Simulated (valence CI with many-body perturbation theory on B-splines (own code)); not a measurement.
The numbers below are computed, except where a source is named.
## Br14+ in three bases

Level of theory: valence CI with perturbative core correlation (CI+MBPT): three valence electrons over a frozen Dirac-Fock core [Ar], radial functions for each j: 7 s, 7 p, 8 d, 6 f, 4 g, 1 h, with the one-electron correlation potential Σ1, the two-electron term Σ2, the three-electron term Σ3, Breit, model QED; selected CI, second order for the rest, scaled by the run's own slope (own B-spline code, finite nucleus).

No measured spectrum was set against this ion. As an estimate, terms of the open shell hold to 2 to 4 % of their energy, and close levels can change places. Only levels of the ground parity were solved; by the run's estimate the other parity begins above the list, which can be wrong where configurations are misplaced.

The reference run has the lowest level 3d3 4F_3/2 and an ionisation energy of 482.261 eV. Its largest variational space holds 4723 state functions.

Names give the largest LS component (configuration and term), which can be under half, so a name can repeat, a term be missing and a line seem to break the LS rules; names also repeat where a configuration has a term twice. Letters in brackets count levels of one name in rising energy.

Changed runs:
A. basis 6 s, 6 p, 5 d, 5 f, 1 g
B. basis 5 s, 5 p, 4 d, 4 f

Excitation energies of the reference run in cm⁻¹, and shifts in cm⁻¹:

```tsv
Level	Reference	A	B
3d3 4F_5/2	4858	-11	-17
3d3 4F_7/2	10454	-13	-17
3d3 4F_9/2	16246	-1.9	+4.6
3d3 4P_3/2	40630	+257	+511
3d3 4P_1/2	41474	+199	+411
3d3 2G_7/2	46968	+352	+708
3d3 4P_5/2	49103	+169	+352
3d3 2G_9/2	49949	+348	+740
3d3 2D_3/2 [a]	58121	+434	+784
3d3 2P_1/2	61504	+515	+1029
3d3 2H_9/2	67046	+366	+845
3d3 2H_11/2	67131	+379	+907
Ionisation energy (eV)	482.261	-0.047	-0.058
```
